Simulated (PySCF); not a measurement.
HOP. Atoms are numbered in the order given.

```xyz
3

P     -0.1129    -0.4713     0.0000
O      0.0549     1.0072     0.0000
H      1.2546    -0.9885     0.0000
```
Charge 0, spin multiplicity 1.

The structure is a stationary point at TPSSh-D3(BJ)/def2-TZVPD.

Calculation: SMD-B3LYP/6-31G* (PySCF).

Solvation free energies are E(SMD) − E(gas) at the gas-phase geometry, for 1 M in both phases. In vacuum the dipole moment is 2.16 D.

| solvent | ΔG(solv) (kcal/mol) | its non-electrostatic (CDS) part | dipole (D) |
|---|---|---|---|
| water | -3.6 | 2.1 | 3.05 |
| dichloromethane | (withheld) | (withheld) | (withheld) |
| toluene | -1.7 | 0.0 | 2.40 |

Problem. What belongs in the gaps? (The exact figures need the calculation; the answer reports its results.)

Solution. 
- dichloromethane, ΔG(solv) (kcal/mol): -2.7
- dichloromethane, its non-electrostatic (CDS) part: 0.6
- dichloromethane, dipole (D): 2.64
